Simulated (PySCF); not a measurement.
**Ionising TlS**

UHF; Tl def2-SVPD with ECP60, S def2-SVPD; scalar-relativistic core potentials (PySCF 2.14). Neutral (UHF): doublet (π ↑), Re = 2.664 Å, ωe = 256 cm⁻¹, De = 1.80 eV, HOMO -8.35 eV, LUMO -0.19 eV.

TlS⁺ (UHF): triplet (π ↑↑), Re = 3.447 Å, ωe = 84.7 cm⁻¹. The energies at the minima are -568.95140 hartree for TlS and -568.71264 for TlS⁺.

**Question.** Work out the adiabatic ionisation energy, without and with harmonic zero-point energies (1 hartree = 27.2114 eV, 1 eV = 8065.5 cm⁻¹), and the change of the bond length.

**Answer.** At UHF: 0.23876 hartree = 6.497 eV between the minima; the zero-point term (84.7 − 256.0)/2 cm⁻¹ = -0.011 eV makes it 6.486 eV. Re changes by +78.3 pm against the neutral. The electron leaves a π orbital, and the ion is left as a loose complex of an ion and an atom.

TlS⁻ (RHF): singlet (closed shell), Re = 2.423 Å, ωe = 356 cm⁻¹. The energies at the minima are -568.95140 hartree for TlS and -568.99003 for TlS⁻.

**Question.** Work out the adiabatic electron affinity, without and with harmonic zero-point energies (1 hartree = 27.2114 eV, 1 eV = 8065.5 cm⁻¹), and the change of the bond length.

**Answer.** At HF: 0.03863 hartree = 1.051 eV between the minima; the zero-point term (256.0 − 356.0)/2 cm⁻¹ = -0.006 eV makes it 1.045 eV. Re changes by -24.1 pm against the neutral. The electron enters a π orbital; in so polar a molecule the change of length follows mostly from the change of the ionic charges.

Spin–orbit coupling is left out, which matters for elements this heavy, above all for dissociation energies. Hartree–Fock leaves out correlation, which carries a large part of most bond energies and some tenths to 1 eV of ionisation energies. States were picked by a PBE0 search and need not be the measured ground states.

Neutral and ion stand on different kinds of reference determinant, which adds to the error of the difference.
